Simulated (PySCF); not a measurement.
In: ionisation energy

In [Kr] 4d10 5s2 5p1 (2P) → In+ [Kr] 4d10 5s2 (1S), as a difference of total energies. Calculation: PySCF 2.14, in aug-cc-pwCVTZ-PP with ECP28MDF (8s7p6d4f1g, 96 functions); scalar relativity through the core potential. Correlated levels: valence: 4s2 4p6 4d10 frozen; valence and next inner shell: nothing frozen outside the core potential. The calculations carry no spin-orbit coupling.

```json
{"method": "UHF", "ionisation energy (eV)": "5.219", "error (eV)": "-0.384"}
{"method": "LDA", "ionisation energy (eV)": "5.719", "error (eV)": "+0.116"}
{"method": "PBE", "ionisation energy (eV)": "5.595", "error (eV)": "-0.008"}
{"method": "PBE0", "ionisation energy (eV)": "5.625", "error (eV)": "+0.022"}
{"method": "r2SCAN", "ionisation energy (eV)": "5.722", "error (eV)": "+0.119"}
{"method": "wB97X", "ionisation energy (eV)": "5.521", "error (eV)": "-0.082"}
{"method": "B97-3", "ionisation energy (eV)": "5.439", "error (eV)": "-0.164"}
{"method": "BLYP", "ionisation energy (eV)": "5.494", "error (eV)": "-0.109"}
{"method": "HSE06", "ionisation energy (eV)": "5.642", "error (eV)": "+0.039"}
{"method": "MP2 (valence)", "ionisation energy (eV)": "5.410", "error (eV)": "-0.193"}
{"method": "SCS-MP2 (valence)", "ionisation energy (eV)": "5.394", "error (eV)": "-0.209"}
{"method": "MP2 (valence and next inner shell)", "ionisation energy (eV)": "5.468", "error (eV)": "-0.135"}
{"method": "SCS-MP2 (valence and next inner shell)", "ionisation energy (eV)": "5.413", "error (eV)": "-0.190"}
```

Reference: 5.603 eV (measured; NIST levels, between the centres of gravity of the two terms).

Errors of the correlated levels include the incompleteness of this basis and the frozen core.
